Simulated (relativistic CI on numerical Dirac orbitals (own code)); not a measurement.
Hyperfine structure of Tc31+, mass number 99

Method of calculation: Dirac-Coulomb-Breit CI, orbitals from a KLI potential per configuration, model QED, unscaled Slater integrals (own radial code, finite nucleus).

Configuration list (outside the closed core [Ne]): 3s², 3s3p, 3p², 3s3d, 3d², 3p3d, 3p4s, 3d4s, 3s4s, 3s4p, 3s4d, 3s4f, 3s5s, 3s5p, 3s5d, 4s². Levels of other configurations are missing.

Nuclear spin I = 9/2, μ = 5.678 μN, Q = -0.129 b (tables of Stone and Pyykkö). The electronic factors are computed for point nuclear moments, without core polarisation or the Bohr-Weisskopf and QED corrections.

```json
{"Level": "3s3p ³P°1", "E (eV)": "67.417", "A (GHz)": "461.2", "B (GHz)": "3.03"}
{"Level": "3s3p ³P°2", "E (eV)": "91.489", "A (GHz)": "231.6", "B (GHz)": "-8.1"}
{"Level": "3s3p ¹P°1", "E (eV)": "113.128", "A (GHz)": "-87.31", "B (GHz)": "-6.96"}
{"Level": "3p² ¹D2", "E (eV)": "172.766", "A (GHz)": "87.46", "B (GHz)": "-7.58"}
{"Level": "3p² ³P1", "E (eV)": "173.633", "A (GHz)": "-9.565", "B (GHz)": "-4.05"}
{"Level": "3p² ³P2", "E (eV)": "198.557", "A (GHz)": "85.44", "B (GHz)": "3.21"}
{"Level": "3s3d ³D1", "E (eV)": "200.124", "A (GHz)": "-174.1", "B (GHz)": "-0.676"}
{"Level": "3s3d ³D2", "E (eV)": "202.747", "A (GHz)": "49.46", "B (GHz)": "-0.896"}
```

Levels with J = 0, under 50 % of one LS term, or S terms without an open s electron are left out. Small factors come from cancelling terms and can be off by tens of per cent or more.

At this charge energies of transitions that change n are usually good to better than 1 %, and those within a shell (Δn = 0) to a few per cent.

Problem. Give the hyperfine levels of 3s3p ³P°1 relative to its centre of gravity.

Solution. With K = F(F + 1) − I(I + 1) − J(J + 1), E = AK/2 + B[¾K(K + 1) − I(I + 1)J(J + 1)]/[2I(2I − 1)J(2J − 1)]: F = 7/2: -2535, F = 9/2: -463.3, F = 11/2: 2076 GHz.

LS names give the leading component of a level, which can be under half, so a name can repeat, a term be missing and a line seem to break the LS rules.
